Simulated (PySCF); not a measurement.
Compound: C6H9BOSi.
SMILES with atom numbers: `[SiH3:1][O:2][B:3]1[CH:4]=[CH:5][CH:6]=[CH:7][CH:8]=[CH:9]1` (hydrogens: H10, H11, H12 on Si1; H13 on C4; H14 on C5; H15 on C6; H16 on C7; H17 on C8; H18 on C9)

Cartesian coordinates in Å at the PBE0-D3(BJ)/def2-SVP level; atoms count from 1:
```xyz
18
C6H9BOSi angstrom
Si     3.127   -0.321   -0.453
O      1.590   -0.728    0.016
B      0.283   -0.299   -0.071
C     -0.075    0.956   -0.890
C     -1.304    1.519   -1.092
C     -2.584    1.110   -0.602
C     -2.926    0.053    0.197
C     -2.109   -0.965    0.781
C     -0.758   -1.143    0.688
H      4.006   -0.327    0.752
H      3.180    1.034   -1.084
H      3.620   -1.332   -1.432
H      0.748    1.484   -1.391
H     -1.344    2.418   -1.719
H     -3.416    1.748   -0.918
H     -3.994   -0.032    0.427
H     -2.673   -1.690    1.381
H     -0.366   -2.011    1.233
```

Computed with PySCF 2.14.0, PBE0-D3(BJ)/def2-SVP geometry optimisation, gas phase.

Masses are those of the commonest isotopes; rigid-rotor values at the optimised geometry. The values belong to one conformer with, in the numbering `[SiH3:1][O:2][B:3]1[CH:4]=[CH:5][CH:6]=[CH:7][CH:8]=[CH:9]1`, Si1–O2–B3–C4 3°.

Question: What are A, B and C (cm⁻¹)?

Answer: Ia = 155.74, Ib = 671.94, Ic = 821.66 u·Å²; 505379 MHz·u·Å²/I gives 3245, 752.1 and 615.1 MHz, that is A = 0.10824, B = 0.02509, C = 0.02052 cm⁻¹.

Question: Classify the top.

Answer: An asymmetric top. Ray's parameter κ = (2B − A − C)/(A − C) = -0.896; −1 is the prolate and +1 the oblate limit.

Question: What does the inertial defect say?

Answer: Not planar: Δ = Ic − Ia − Ib = -6.02 u·Å². For a rigid frame Δ = −2 Σ m c², so Σ m c² = 3.01 u·Å² lies off the ab plane: 2.99 from hydrogen and 0.02 from heavier atoms. The atom farthest from that plane is 1.30 Å away.

Question: Give the other two planar moments, Paa and Pbb, and the rms extents of the mass along the axes.

Answer: Paa = Σ m a² = (Ib + Ic − Ia)/2 = 668.93 and Pbb = Σ m b² = (Ia + Ic − Ib)/2 = 152.73 u·Å². With the mass M = 136.05 u, the rms extents √(P/M) along a, b and c are 2.22, 1.06, 0.15 Å.

Question: Where do the levels up to J = 5 lie, in MHz?

Answer: Above 0(0,0):
J = 1: 1(0,1) 1367, 1(1,1) 3860, 1(1,0) 3997
J = 2: 2(0,2) 4096, 2(1,2) 6457, 2(1,1) 6868, 2(2,1) 14347, 2(2,0) 14352
J = 3: 3(0,3) 8176, 3(1,3) 10350, 3(1,2) 11172, 3(2,2) 18449, 3(2,1) 18476, 3(3,1) 31259, 3(3,0) 31259
J = 4: 4(0,4) 13590, 4(1,4) 15534, 4(1,3) 16904, 4(2,3) 23913, 4(2,2) 23995, 4(3,2) 36738, 4(3,1) 36739, 4(4,1) 54658, 4(4,0) 54658
J = 5: 5(0,5) 20319, 5(1,5) 22005, 5(1,4) 24057, 5(2,4) 30737, 5(2,3) 30926, 5(3,3) 43591, 5(3,2) 43595, 5(4,2) 61506, 5(4,1) 61506, 5(5,1) 84547, 5(5,0) 84547
Those of J = 1 are B + C, A + C and A + B.

Question: Predict some low-J microwave lines.

Answer: The dipole components are |μa| = 1.30 D, |μb| = 0.69 D, |μc| = 0.04 D. The squared components, which scale the intensities, stand as 1.00 : 0.28 : 0.00 (a : b : c). Some lines, for components of 0.1 D or more:

| type | branch | J(Ka,Kc) | MHz | lower level (cm⁻¹) |
| --- | --- | --- | --- | --- |
| a | Q | 3(1,2) ← 3(1,3) | 822 | 0.345 |
| a | R | 1(0,1) ← 0(0,0) | 1367 | 0.000 |
| a | Q | 4(1,3) ← 4(1,4) | 1370 | 0.518 |
| b | R | 3(0,3) ← 2(1,2) | 1718 | 0.215 |
| a | R | 2(1,1) ← 1(1,0) | 2871 | 0.133 |
| b | Q | 3(1,2) ← 3(0,3) | 2996 | 0.273 |
| a | R | 3(2,2) ← 2(2,1) | 4102 | 0.479 |
| b | R | 5(0,5) ← 4(1,4) | 4785 | 0.518 |
| a | R | 4(0,4) ← 3(0,3) | 5414 | 0.273 |
| a | R | 4(2,2) ← 3(2,1) | 5519 | 0.616 |
| a | R | 4(1,3) ← 3(1,2) | 5731 | 0.373 |
| a | R | 5(1,5) ← 4(1,4) | 6471 | 0.518 |
| a | R | 5(2,4) ← 4(2,3) | 6824 | 0.798 |
| a | R | 5(2,3) ← 4(2,2) | 6931 | 0.800 |
| b | Q | 2(2,1) ← 2(1,2) | 7890 | 0.215 |
| b | Q | 3(2,2) ← 3(1,3) | 8099 | 0.345 |
| b | R | 2(2,1) ← 1(1,0) | 10350 | 0.133 |
| b | R | 3(2,2) ← 2(1,1) | 11580 | 0.229 |
| b | Q | 4(3,1) ← 4(2,2) | 12744 | 0.800 |
| b | R | 4(2,2) ← 3(1,3) | 13645 | 0.345 |
| b | R | 3(3,1) ← 2(2,0) | 16906 | 0.479 |
| b | Q | 4(4,0) ← 4(3,1) | 17919 | 1.225 |
| b | R | 4(3,2) ← 3(2,1) | 18262 | 0.616 |

No PBE0-D3(BJ)/def2-SVP frequencies stand behind this structure, so it isn't proved a minimum. No vibrational averaging or centrifugal distortion is included, and the geometry carries the error of its method. A rigid rotor knows nothing of internal rotation, which can split or shift real lines. Quadrupole hyperfine structure (11B) is left out.
